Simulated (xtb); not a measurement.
Zr(Cl)2(OH)(NH2) (Cl2H3NOZr), SMILES [Cl][Zr]([NH2])([Cl])[OH], multiplicity 1. All values are semi-empirical tight-binding results from xtb (GFN2-xTB unless named), good for trends rather than for accurate numbers. Coordinates come from a GFN2-xTB optimisation. The spin state was assumed, not searched. The structure was generated by enumeration; whether it is a known compound was not checked. The values are those of a single conformer.

For metal compounds this method's bond lengths and energies can be far off.

```json
{
  "orbital_gap": "2.72 eV",
  "zero_point_energy": "21.8 kcal/mol",
  "G − E(el) at 298.15 K (modified RRHO)": "-1.5 kcal/mol"
}
```
